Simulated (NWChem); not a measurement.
# C₅H₉O, doublet; SMILES C[CH]CC(C)=O

```xyz
15

C      0.3492    -2.3311    -0.2714
C     -0.6764    -1.2624    -0.1790
C     -0.6195    -0.1495     0.8117
C     -0.0868     1.1253     0.1490
C      1.4107     1.2308    -0.0047
O     -0.8364     1.9826    -0.2484
H     -0.0639    -3.2501    -0.7167
H      1.2109    -2.0456    -0.9108
H      0.7653    -2.5865     0.7174
H     -1.4180    -1.1724    -0.9797
H      0.0221    -0.4241     1.6661
H     -1.6269     0.0988     1.1832
H      1.6610     2.0920    -0.6370
H      1.8341     0.3093    -0.4324
H      1.8719     1.3635     0.9880
```
Atoms are numbered in this order, from 1.

Results from NWChem. Pople sets run with spherical d functions. Spin-unrestricted. Geometry: optimised at PBE0/def2-SVP, spin-unrestricted. No frequency run checked for a minimum. No stability test was run on the SCF state. Atomic charges in e: unrestrained fits to the electrostatic potential beside Mulliken populations; buried atoms are poorly determined by the fit.

For level B3LYP/def2-SVP:

| Item | Value |
|---|---|
| Mulliken C1 | 0.05 |
| Mulliken C3 | 0.13 |
| Mulliken C4 | -0.04 |
| Mulliken C5 | 0.04 |

Q: How do the values read with level UHF/6-31G* instead?

A: The Mulliken C1 is -0.52, the Mulliken C3 comes out as -0.44 and the Mulliken C4 is 0.55. The Mulliken C5 comes out as -0.59.
